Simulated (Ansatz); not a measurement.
CF₂I, SMILES `F[C](F)I` radical, 4 atoms. Total charge 0; spin multiplicity 2. Correlated methods include outer-core shells of I, which these sets cover unevenly. I takes the def2 core potential. All runs use 2 threads of a server CPU on a shared host. Correlated methods freeze the cores. Open-shell runs search over several starts.

Problem. Give the basis size and wall time and peak host memory of each of these runs in Ansatz. UKS r2SCANh-D4/def2-TZVPP energy; UKS ωB97M-V/def2-QZVPP energy; direct RPA on PBE orbitals/def2-TZVPP energy; UKS ωB97M-V/def2-SVP energy; UKS ωB97M-V/def2-TZVPP energy and forces; UKS r2SCAN-D4/def2-TZVPP energy and forces; UKS HSE06-D4/def2-TZVPP energy; UHF-MP2/def2-QZVPP energy; UKS PBE0-D4/def2-TZVP frequencies; UKS PBE0-D4/def2-QZVPP energy; UKS PBE0-D4/def2-SVP energy; UKS PBE0-D4/def2-TZVP relaxation (8 steps). (An estimate is asked.)

Solution. Ansatz gave: Other jobs shared the machine, so times are rough.

```csv
level,job,functions,wall time,peak host memory (GiB)
UKS PBE0-D4/def2-SVP,energy,68,1.6 s,0.19
UKS HSE06-D4/def2-TZVPP,energy,143,2.9 s,0.41
direct RPA on PBE orbitals/def2-TZVPP,energy,143,4.1 s,0.34
UKS r2SCAN-D4/def2-TZVPP,energy and forces,143,4.5 s,0.23
UKS r2SCANh-D4/def2-TZVPP,energy,143,4.8 s,0.39
UKS ωB97M-V/def2-SVP,energy,68,6 s,0.32
UKS PBE0-D4/def2-QZVPP,energy,253,7 s,0.7
UKS ωB97M-V/def2-TZVPP,energy and forces,143,9.5 s,0.54
UHF-MP2/def2-QZVPP,energy,253,11 s,0.84
UKS ωB97M-V/def2-QZVPP,energy,253,17 s,0.92
UKS PBE0-D4/def2-TZVP,relaxation (8 steps),143,29 s,0.41
UKS PBE0-D4/def2-TZVP,frequencies,143,56 s,0.42
```

HSE06 is defined as in plane-wave codes.
